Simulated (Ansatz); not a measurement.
Consider the redistribution: `N[Si](O)(F)Cl` + `[NH2][In]([Cl])[O][SiH3]` → `N[Si](N)(O)F` + `[SiH3][O][In]([Cl])[Cl]`.

Computed with Ansatz on PBE0-D4/def2-TZVP structures; ΔE is electronic, products minus reactants. CCSD(T)/CBS adds triple-zeta CCSD(T) − MP2 to the extrapolated MP2 energy (def2 sets, frozen cores). DFT in def2-TZVPP. B3LYP here is the variant with VWN-RPA as its local correlation; programs differ in this. Elements past krypton have def2 core potentials. For In outer-core shells are correlated without core-valence functions, which leaves a few kJ/mol of doubt a bond. Each species was taken in one conformer, which may not be the lowest.

| level | ΔE (kJ/mol) | difference from CCSD(T)/CBS |
| --- | --- | --- |
| LDA (SPW92) | -59.0 | 3.2 |
| revPBE-D4 | -55.7 | 6.5 |
| BLYP-D4 | -60.1 | 2.1 |
| r2SCAN-D4 | -63.1 | -0.9 |
| ωB97X-V | -64.7 | -2.5 |
| ωB97M-V | -65.1 | -2.9 |
| PBE | -57.4 | 4.8 |
| BLYP | -61.6 | 0.6 |
| B3LYP | -67.4 | -5.2 |
| r2SCANh | -65.5 | -3.3 |
| BHLYP | -76.0 | -13.8 |
| RPA@PBE/def2-TZVPP | -58.9 | 3.3 |
| MP2/def2-SVP | -70.1 | -7.9 |
| MP2/def2-TZVPP | -58.7 | 3.5 |
| MP2/def2-QZVPP | -58.8 | 3.4 |
| SCS-MP2/def2-QZVPP | -61.6 | 0.6 |
| CCSD(T)/CBS | -62.2 | 0 |

Largest T1 diagnostic among the species: 0.014.

At CCSD(T), def2-SVP lies −9.6 kJ/mol from the extrapolated value and def2-TZVPP −0.0 kJ/mol. From PBE to PBE0 (25 % exact exchange), in def2-TZVPP and without D4, ΔE moves by −7.3 kJ/mol. In def2-TZVPP, CCSD(T) changes the Hartree–Fock value by +23.7 kJ/mol (the triples alone add +3.4 kJ/mol) and MP2 by +27.2 kJ/mol.
